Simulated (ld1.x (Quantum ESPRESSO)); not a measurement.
Re (Z = 75): one change to a TM potential, before and after

```
Element                 : rhenium (Re)
Generator               : ld1.x (Quantum ESPRESSO) 7.5
Type                    : norm-conserving Troullier–Martins (Kleinman–Bylander form)
Functional              : PBE
Relativity              : scalar-relativistic
Frozen core             : [Kr] 4d10 4f14 5s2
Valence charge          : 13
Reference configuration : 5p6 5d4 6s0 6p0 (charge +3)
Partial waves           : 6s (bound, empty): rc 2.25 bohr; 5p (bound): rc 1.60 bohr; 5d (bound): rc 1.35 bohr
Local potential         : all-electron potential smoothed inside 1.60 bohr (lloc = -1)
Core correction         : a·sin(br)/r model core inside 1.35 bohr
```

Change: wave 5d (bound): rc 1.35 bohr becomes 5d (bound): rc 1.96 bohr.

Cutoffs: the cutoffs (Ry, on a coarse ladder) from which the occupation-weighted sum of valence levels, in a spherical-Bessel basis at the reference potential, stays within 10 and 1 mRy of its value at 400 Ry; they do not see the model core or the augmentation charge, which bear on the density cutoff. Errors are all-electron minus pseudo energies relative to the spin-unpolarised reference configuration.

Question: How do hardness, ghosts and transferability respond?

Answer: The potential gets neither clearly harder nor softer (50 Ry and 90 Ry → 50 Ry and 90 Ry); both files keep a bound ghost (s); the errors of the 7 common tests hardly move.

```tsv
quantity	base	changed
cutoff, loose	50 Ry	50 Ry
cutoff, tight	90 Ry	90 Ry
bound ghosts	s	s
error for 5p6 5d5 6s2 6p0, meV [ΔE -52.70 eV]	+61	+62
error for 5p6 5d5 6s1 6p0, meV [ΔE -43.45 eV]	+33	+33
error for 5p6 5d5 6s0 6p0, meV [ΔE -27.13 eV]	-9.5	-9.1
error for 5p6 5d5 6s1 6p1, meV [ΔE -47.91 eV]	+40	+40
error for 5p6 5d5 6s0 6p1, meV [ΔE -37.64 eV]	+4.9	+5.3
error for 5p6 5d4 6s2 6p0, meV [ΔE -42.74 eV]	+5.6	+5.3
error for 5p6 5d5 6s0 6p2, meV [ΔE -42.82 eV]	+11	+12
s: phases at 2.46 bohr within 0.05 rad from the reference energy up to (Ry; the scan ends near 5)	0.2	0.2
p: phases at 2.46 bohr within 0.05 rad from the reference energy up to (Ry; the scan ends near 5)	to the end of the scan	to the end of the scan
d: phases at 2.46 bohr within 0.05 rad from the reference energy up to (Ry; the scan ends near 5)	1.2	1.1
```

 A true bound ghost makes a file unfit for plane-wave use even where its test errors are small: the radial tests pick states by their node count and pass the ghost by.
